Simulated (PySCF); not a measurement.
TiCl₄, SMILES [Cl][Ti]([Cl])([Cl])[Cl], multiplicity 1.

The structure is a stationary point at PBE0-D3(BJ)/def2-SVP. The multiplicity is an assumed one; no other spin state was optimised. The isomer is the one that the SMILES or the coordinates give; other isomers of the formula were not compared.

The numbers are results of PBE0-D3(BJ)/def2-SVP run with PySCF 2.14.0, not measurements.

Frequencies are harmonic and unscaled.

Modes within 1.5 cm⁻¹ of each other (mostly degenerate sets) share a row, with their intensities summed.

```csv
mode,ν (cm⁻¹),IR (km/mol),Raman (Å⁴/amu),depolarisation,moving atoms (share of kinetic energy)
1–2,116,0.0,12.8,0.75,Cl 100 %
3–5,134,2.0,8.9,0.75,"Cl 80 %, Ti 20 %"
6,391,0.0,21.9,0.00,Cl 100 %
7–9,512,397.7,4.2,0.75,"Ti 55 %, Cl 45 %"
```
